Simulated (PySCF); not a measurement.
**Atomic charges by several schemes**

Compound: C7H9FO.
Numbering: `[O:1]=[C:2]1[CH2:3][CH2:4][C@@H:5]1[C@@H:6]1[CH2:7][C@@H:8]1[F:9]` (hydrogens: H10, H11 on C3; H12, H13 on C4; H14 on C5; H15 on C6; H16, H17 on C7; H18 on C8)

Structure used (GFN2-xTB), in Å, numbered top down from 1:
```
atom  x, y, z in Å
O1     1.0646    0.2839    2.3576
C2     1.2321    0.2261    1.1757
C3     2.3312    0.6862    0.2434
C4     1.4313    0.3172   -0.9498
C5     0.3856   -0.2857    0.0166
C6    -1.0238    0.2394   -0.0542
C7    -2.1069   -0.4462    0.7381
C8    -2.0857   -0.5599   -0.7497
F9    -1.7335   -1.7612   -1.2930
H10    3.2376    0.0903    0.3337
H11    2.6001    1.7360    0.3452
H12    1.0580    1.1826   -1.4927
H13    1.8608   -0.3865   -1.6578
H14    0.3679   -1.3776   -0.0057
H15   -1.0893    1.3165   -0.1531
H16   -2.8786    0.1487    1.1991
H17   -1.8247   -1.3203    1.3036
H18   -2.8353   -0.0830   -1.3686
```

Density: PBE0/pcSseg-1 (PySCF); schemes: Mulliken, IAO, Hirshfeld and ESP-fitted. Geometry: GFN2-xTB, one conformer, isolated molecule.

**Question.** For which atoms does the sign change between the 4 schemes (beyond +0.03 e in one, beyond −0.03 e in another)?

**Answer.** For none.

**Question.** Which atoms carry the highest charge in the Mulliken, IAO, Hirshfeld and ESP-fitted schemes?

**Answer.** All schemes agree: Mulliken C2 (+0.282); IAO C2 (+0.397); Hirshfeld C2 (+0.167); ESP-fitted C2 (+0.622).

**Question.** Tabulate the Mulliken, IAO, Hirshfeld and ESP-fitted charges.

**Answer.** In e:

```csv
atom,environment,Mulliken,IAO,Hirshfeld,ESP-fitted
O1,ketone oxygen,-0.331,-0.387,-0.238,-0.502
C2,ketone carbonyl carbon,+0.282,+0.397,+0.167,+0.622
C3,sp3 carbon next to a carbonyl,-0.237,-0.342,-0.081,-0.422
C4,four-membered-ring carbon,-0.129,-0.272,-0.071,-0.030
C5,sp3 carbon next to a carbonyl,-0.301,-0.177,-0.035,-0.158
C6,three-membered-ring carbon,-0.244,-0.151,-0.047,-0.197
C7,three-membered-ring carbon,-0.158,-0.313,-0.095,-0.304
C8,sp3 C–F carbon,+0.224,+0.154,+0.046,+0.029
F9,alkyl fluorine,-0.313,-0.310,-0.106,-0.185
H10,methylene hydrogen,+0.153,+0.166,+0.056,+0.135
H11,methylene hydrogen,+0.149,+0.162,+0.053,+0.146
H12,methylene hydrogen,+0.123,+0.140,+0.042,+0.049
H13,methylene hydrogen,+0.133,+0.146,+0.044,+0.059
H14,methine hydrogen,+0.145,+0.163,+0.049,+0.144
H15,methine hydrogen,+0.114,+0.146,+0.048,+0.169
H16,methylene hydrogen,+0.137,+0.160,+0.056,+0.144
H17,methylene hydrogen,+0.145,+0.167,+0.057,+0.166
H18,methine hydrogen,+0.108,+0.150,+0.054,+0.137
```

Mean size of the charges over all atoms: IAO 0.217 e, ESP-fitted 0.200 e, Mulliken 0.190 e, Hirshfeld 0.075 e. Each set sums to the total charge, 0, to within 0.001 e. The IAO scheme projects the occupied orbitals on a minimal set of polarised atomic orbitals and counts the electrons in each atom's part of it. The Hirshfeld scheme weights the molecular density at each point by an atom's share of the summed free-atom densities.

**Question.** How many electrons does the Mulliken scheme count on C8?

**Answer.** Z − q = 6 − (+0.224) = 5.776.

**Question.** Sum the charges by element, for elements with more than one atom.

**Answer.** 
```tsv
element	atoms	Mulliken	IAO	Hirshfeld	ESP-fitted
C	7	-0.563	-0.704	-0.117	-0.461
H	9	+1.207	+1.400	+0.460	+1.148
```
